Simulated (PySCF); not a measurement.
Compound: B2GeH10N2O.
SMILES: `[BH-]1([NH2+][BH2-][NH2+]1)[O][GeH3]`

Torsions of this conformer, `[GeH3:1][O:2][BH-:3]1[NH2+:4][BH2-:5][NH2+:6]1`: Ge1–O2–B3–N4 50°.

The closed-shell ground state was solved at several levels (PySCF, density fitting, gas phase). Isolated species at its PBE0-D3(BJ)/def2-SVP geometry (one conformer only). Relativistic effects, spin–orbit coupling among them, are left out although an element past zinc is present.

| level | basis functions | HOMO (eV) | LUMO (eV) | gap (eV) | dipole (D) |
| --- | --- | --- | --- | --- | --- |
| PBE0/pcSseg-1 | 176 | -7.48 | 0.35 | 7.83 | 0.50 |
| PBE0/def2-SVPD | 221 | -7.48 | -0.04 | 7.44 | 0.45 |
| KT3/pcSseg-1 | 176 | -6.23 | -0.51 | 5.72 | 0.39 |

Problem. Estimate the row for B3LYP/pcJ-1 (pcSseg-1 on Ge), a basis of 276 functions; the other rows only guide the guess.

Solution. HOMO -7.27 eV, LUMO 0.07 eV, gap 7.34 eV, dipole 0.46 D.

Problem. Over all these levels, which gives the widest orbital gap and which the narrowest?

Solution. PBE0/pcSseg-1 (global hybrid, 25 % exact exchange) has the widest, 7.83 eV, and KT3/pcSseg-1 (GGA) the narrowest, 5.72 eV. The two share the basis. From the narrowest to the widest the HOMO moves by -1.25 eV and the LUMO by +0.86 eV.

Problem. How far do the dipole and the HOMO energy spread over the levels?

Solution. The dipole runs from 0.39 to 0.50 D (mean 0.45 D) and the HOMO from -7.48 to -6.23 eV.
